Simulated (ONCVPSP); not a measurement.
## What one change does to a pseudopotential (F, ONCV)

ONCVPSP 4.0.1 input, shortened (lines: element, Z, core and valence counts, functional; n l f; lmax; l rc ep ncon nbas qcut; lloc lpopt rc5 dvloc0; l nproj debl; icmod fcfact rcfact), PBE, scalar-relativistic:

```
  F 9.00    1    2        4      upf
    1    0    2.00
    2    0    1.75
    2    1    5.25
    2
    0    0.70    0.00    4    8    8.20
    1    1.10    0.00    4    7   11.40
    2    1.25    0.32    3    7    7.70
    4    5    0.70    0.00
    0    2    1.40
    1    2    2.00
    2    1    0.40
    3    4.50    1.05
```

Change: all radii but the core radius scaled by about 0.91 (s 0.64, p 1.00, d 1.14 bohr); local potential polynomial inside 0.64 bohr (lpopt 5, dvloc0 0 Ha).

Cutoffs: the cutoffs (Ha) at which the residual kinetic energy of the hardest occupied pseudo-wave falls to 1 and 0.1 mHa per electron; they do not see the model core or the augmentation charge, which bear on the density cutoff. Errors are all-electron minus pseudo energies relative to the spin-unpolarised reference configuration.

Question: How do hardness, ghosts and transferability respond?

Answer: The potential gets harder (193 Ha and 345 Ha → 198 Ha and 398 Ha); of the 4 tests that both files solve, the error grows in 0 and shrinks in 3 by more than 15 % and 0.3 meV (median size 61.1 → 43.3 meV); neither file shows a bound ghost. A smaller radius makes the pseudo-wave follow the all-electron one further in, where it bends more sharply, so more plane waves are needed. Less of the atom is replaced, so other configurations are described better.

| quantity | base | changed |
| --- | --- | --- |
| cutoff, loose | 193 Ha | 198 Ha |
| cutoff, tight | 345 Ha | 398 Ha |
| loose cutoff by channel | s 193 Ha, p 50 Ha | s 198 Ha, p 54 Ha |
| bound ghosts | none | none |
| GHOST(+) flags under 300 eV | none | none |
| error for 2s2 2p5, meV [ΔE -4.70 eV] | +1.2 | +1.1 |
| error for 2s2 2p4, meV [ΔE 14.69 eV] | +18 | +12 |
| error for 2s2 2p3, meV [ΔE 53.08 eV] | +104 | +74 |
| error for 2s2 2p2, meV [ΔE 113.71 eV] | +389 | +286 |
| rms error of d²Exc/dni dnj with the model core, mHa | 1.96 | 1.93 |
